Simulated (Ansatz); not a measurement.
Stretching the Ge1–F2 bond in FGeI (SMILES [F][Ge][I]) (multiplicity 1 held, fragments rigid). Energies count from the point at 1.764 Å.
Geometry at that point (charge 0, multiplicity 1):
```xyz
3

Ge     0.5888     0.8265     1.0210
F      1.0641     2.0690    -0.1367
I     -0.5362    -0.8503    -0.5932
```

R- and RO- levels are restricted; in cc, def2 and unpolarised 6-31G sets they are followed outwards from rest. Unrestricted levels (U-) break spin symmetry where that is lower. Levels need not reach the same state.

Frozen-core correlation. Filled d and f shells under p-block atoms count as core.

Codes used: Ansatz (a first-principles code) with Gaussian orbitals.  In def2 rows elements past Kr take small-core potentials, without spin–orbit coupling.

Energies in kcal/mol.

```csv
R (Å),R-PBE/def2-TZVPP,U-r2SCAN/def2-TZVPP,R-wB97X-V/def2-TZVPP,R-MP2/def2-TZVPP
1.411,72.5,66.3,66.5,68.8
1.587,13.3,10.3,10.1,10.7
1.764,0.0,0.0,0.0,0.0
1.940,4.9,7.4,___,7.8
2.116,16.5,20.9,22.4,22.1
2.381,36.4,42.8,46.1,45.8
2.645,54.6,62.4,67.6,67.7
3.086,77.6,86.4,96.1,97.0
3.527,92.6,98.8,116.8,119.0
4.056,105.3,106.4,134.4,138.6
4.761,113.4,111.0,149.7,156.7
5.643,118.1,113.1,___,170.4
```

Task: What belongs in the gaps?

Result: 
- 1.940, R-wB97X-V/def2-TZVPP: 8.0
- 5.643, R-wB97X-V/def2-TZVPP: 160.8

Doubts at one or more of the structures used: a restricted determinant that unrestricted orbitals would lower (R-PBE/def2-TZVPP, R-wB97X-V/def2-TZVPP, R-MP2/def2-TZVPP); a spin-contaminated determinant (U-r2SCAN/def2-TZVPP).
